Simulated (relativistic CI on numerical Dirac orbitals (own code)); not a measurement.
**Crystal-field levels of W5+, 5d**

Calculated by Dirac-Coulomb-Breit CI, orbitals from a KLI potential per configuration, model QED (radiative potential, 1s self-energy scaled to tabulated hydrogen-like ionisation energies), valence Slater integrals scaled by 0.75, one configuration in a parametric crystal field (own radial code).

Field parameters in Wybourne normalisation: Td as Oh with Dq negative (B⁴₀ = 21Dq, B⁴₄ = √(5/14) B⁴₀). The field is a parameter set, without covalency.

S is read from ⟨S²⟩ = S(S + 1).

Levels (cm⁻¹, degeneracy): 0 (4), 12682 (4), 16133 (2).

Q: Which field gives this pattern?
A. Td, 10Dq = -11550 cm⁻¹
B. Td, 10Dq = -18650 cm⁻¹
C. Td, 10Dq = -15100 cm⁻¹
D. Td, 10Dq = -8000 cm⁻¹

A: A. Td, 10Dq = -11550 cm⁻¹, ground level with S = 0.50.
